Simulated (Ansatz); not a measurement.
Computed with Ansatz on PBE0-D4/def2-TZVP structures; ΔE is electronic, products minus reactants. CBS: MP2 limit from def2 TZ/QZ plus the TZ coupled-cluster correction, frozen cores. Functionals use def2-TZVPP. B3LYP here is the variant with VWN-RPA as its local correlation; programs differ in this. HSE06 is defined as in plane-wave codes. Each species was taken in one conformer, which may not be the lowest.

Reaction (redistribution): `[F][Al]([SH])[O][SiH3]` + `S[Si](Cl)(Cl)Cl` → `[SiH3][O][Al]([SH])[SH]` + `F[Si](Cl)(Cl)Cl`

`[F][Al]([SH])[O][SiH3]`:

Cartesian coordinates in Å:
```
F 2.388 -0.858 1.439
Al 0.891 -1.063 0.801
S -0.037 -2.998 1.038
O 0.133 0.189 0.003
Si -0.427 1.524 -0.741
H -1.137 -2.600 0.376
H -0.809 2.542 0.271
H 0.620 2.088 -1.633
H -1.621 1.175 -1.554
```

`S[Si](Cl)(Cl)Cl`:

```xyz
6

S    -0.753    0.681   -1.431
Si   -0.067   -0.257    0.325
Cl   -1.609   -1.389    0.996
Cl    1.549   -1.441   -0.016
Cl    0.466    1.085    1.756
H     0.414    1.321   -1.629
```

`[SiH3][O][Al]([SH])[SH]`:

Cartesian coordinates in Å:
```
Si 1.088 -0.566 -1.418
O 0.085 -0.026 -0.259
Al -0.835 0.439 1.061
S -2.717 1.483 0.780
S -0.177 0.015 3.087
H 2.086 -1.503 -0.837
H 1.805 0.579 -2.038
H 0.311 -1.279 -2.466
H -2.586 1.450 -0.558
H 0.941 -0.591 2.648
```

`F[Si](Cl)(Cl)Cl`:

Z-matrix (Å, degrees):
```
Si
F 1 1.575
Cl 1 2.014 2 108.4
Cl 1 2.014 2 108.4 3 -120.0
Cl 1 2.014 2 108.4 3 120.0
```

**Question.** Is it downhill or uphill in electronic energy at CCSD(T)/CBS, and by how much? (An estimate is asked.)

**Answer.** The calculation gave: Downhill: ΔE = -11.5 kJ/mol.

**Question.** What do these levels give: PBE-D4, B3LYP-D4, r2SCAN0, HSE06, MP2/def2-SVP, MP2/def2-QZVPP? (Best estimate.)

**Answer.** Ansatz gave: PBE-D4 -8.0, B3LYP-D4 -10.3, r2SCAN0 -16.0, HSE06 -13.0, MP2/def2-SVP -1.5, MP2/def2-QZVPP -7.5 kJ/mol.

Largest T1 diagnostic among the species: 0.012.

At CCSD(T), def2-SVP lies +7.4 kJ/mol from the extrapolated value and def2-TZVPP −3.3 kJ/mol. Leaving LDA and LC-ωPBE aside and taking each functional with its dispersion term where it has one, the values, not all of them listed here, spread over 11.3 kJ/mol, from B97M-V to revPBE-D4. From BLYP to BHLYP (50 % exact exchange), in def2-TZVPP and without D4, ΔE moves by −6.7 kJ/mol.
